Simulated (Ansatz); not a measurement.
A nudged elastic band was laid between two geometries of CH₇GaO (10 atoms, charge 0, multiplicity 1).

Level of theory: Ansatz 0.2.0, RKS B3LYP-D4/def2-SVP.

```
movable images  : 7
climbing image  : yes
spring          : 5.0 eV/Å²
optimiser       : quadratic models (default)
start path      : through a guess of the saddle point
force threshold : 0.03 eV/Å
iteration limit : 60
end points      : relaxed
```

Image 0:

```xyz
10
Properties=species:S:1:pos:R:3
Ga -0.041 0.165 0.167
H -0.209 0.517 1.708
H 1.343 0.463 -0.530
C -1.693 0.002 -0.943
H -2.515 -0.501 -0.404
H -2.059 1.007 -1.212
H -1.510 -0.537 -1.887
O 0.193 -2.013 0.508
H -0.637 -2.460 0.282
H 0.339 -2.192 1.449
```

Image 8:

```xyz
10
Properties=species:S:1:pos:R:3
Ga -0.245 -0.070 -0.670
H 1.234 -1.872 3.477
H 1.083 0.717 -0.916
C -1.960 0.049 -1.643
H -2.697 -0.681 -1.276
H -2.383 1.061 -1.528
H -1.799 -0.119 -2.720
O -0.101 -1.215 0.718
H -0.892 -1.736 0.910
H 0.971 -1.682 2.785
```

Q: Which bonds break or form, and what moves?

A: Bonds broken: Ga1–H2, O8–H10. Bonds formed: H2–H10. CH7GaO becomes CH5GaO + H2.

Q: What energy profile does the band end with?

A: It converged. The highest image is number 2 of 0 to 8, 0.96 eV above the first end and 0.92 eV above the last; the last end lies 0.04 eV above the first. A vibrational analysis at the climbing image gives one clearly imaginary mode, 1243i cm⁻¹: a first-order saddle point. The orbitals stay closed-shell, which can raise the energy where a bond breaks towards radicals; this wasn't checked here.

```tsv
image	path coordinate (Å)	energy (eV)	Ga1–H2 (Å)	O8–H10 (Å)	H2–H10 (Å)
0	0.00	0.00	1.59	0.97	2.78
1	0.88	0.09	1.61	0.97	2.04
2	1.75	0.96	1.89	1.30	1.01
3	2.69	0.13	2.59	2.25	0.77
4	3.64	0.06	3.44	2.53	0.76
5	4.58	0.05	4.00	2.46	0.76
6	5.52	0.05	4.37	2.42	0.76
7	6.47	0.04	4.61	2.39	0.76
8	7.41	0.04	4.76	2.38	0.76
```

Q: What is the geometry of the highest image?

A: 
```xyz
10
Properties=species:S:1:pos:R:3
Ga 0.044 -0.224 -0.160
H -0.192 -0.153 1.709
H 1.440 0.397 -0.476
C -1.720 0.020 -1.008
H -2.475 -0.645 -0.559
H -2.061 1.060 -0.880
H -1.669 -0.186 -2.089
O 0.297 -2.038 0.618
H -0.436 -2.658 0.491
H -0.017 -1.120 1.490
```

Q: What are the harmonic wavenumbers there?

A: 1243i, 58, 153, 283, 462, 524, 552, 569, 627, 729, 756, 762, 865, 1226, 1370, 1432, 1433, 1740, 1811, 1994, 3033, 3126, 3132, 3812 cm⁻¹.

The run took 5.5 min on 2 threads of Arm Neoverse V1 (shared host), peak memory 0.2 GiB.
